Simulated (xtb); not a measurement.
Input file for xtb: GFN1-xTB on C3H8O2 (SMILES COCOC).

```
$ xtb mol.xyz --gfn 1 --sp --chrg 0 --uhf 0
13

C      2.03019963     0.62422774     0.95775214
O      0.70079596     0.20232498     1.17471773
C      0.00578079     0.00203738    -0.01524976
O     -1.27580428    -0.40699202     0.34450342
C     -2.09879727    -0.64861897    -0.77651771
H      2.60242295    -0.12113631     0.39060503
H      2.06727431     1.57878341     0.41728499
H      2.48721332     0.75273968     1.93655019
H     -0.03597002     0.93900016    -0.60351594
H      0.50292229    -0.77287532    -0.63011497
H     -3.06969937    -0.96021047    -0.39746648
H     -1.69057316    -1.44459282    -1.41246777
H     -2.22576515     0.25531254    -1.38598089
```

Task: Predict the final total energy.

Result: -20.0432 hartree.
